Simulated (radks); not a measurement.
Question: Radial electron density D(r) = 4 pi r^2 rho(r) of an atom or ion with 43 electrons. Calculated with a radial shooting solver on a logarithmic mesh with Libxc functionals: Dirac Kohn-Sham, BLYP, spin-unpolarised, spherical densities, point nucleus.

r (bohr),D(r) (e/bohr)
0.002379,4.511
0.003198,7.351
0.0043,11.69
0.005735,17.77
0.00771,26.18
0.01037,36.35
0.01394,46.73
0.01874,54.39
0.02499,56.30
0.0336,52.37
0.04517,48.08
0.06074,52.05
0.08166,64.19
0.1089,69.44
0.1464,57.43
0.1969,45.02
0.2647,50.61
0.353,52.75
0.4746,33.00
0.6381,15.38
0.8579,13.90
1.153,12.57
1.538,6.906
2.068,2.657
2.781,1.001
3.739,0.4151
5.027,0.1417
6.705,0.02786
9.014,0.002068

What is the nuclear charge?

Answer: Z = 44. The innermost maximum, from 1s, lies near gamma/Z bohr with gamma = sqrt(1 - (Z/c)^2) = 0.947, here 0.0215 bohr (found: 0.0236), and its height grows with Z. The density is that of the ruthenium ion Ru+ in [Kr] 4d6 5p1; the configuration itself is not fixed sharply by these data, and Z only to a few units. D(r) has 4 maxima, at r = 0.0236, 0.104, 0.318, 0.944 bohr, and minima at 0.0470, 0.207, 0.749 bohr, inside which lie 2.05, 11.16, 29.12 electrons.
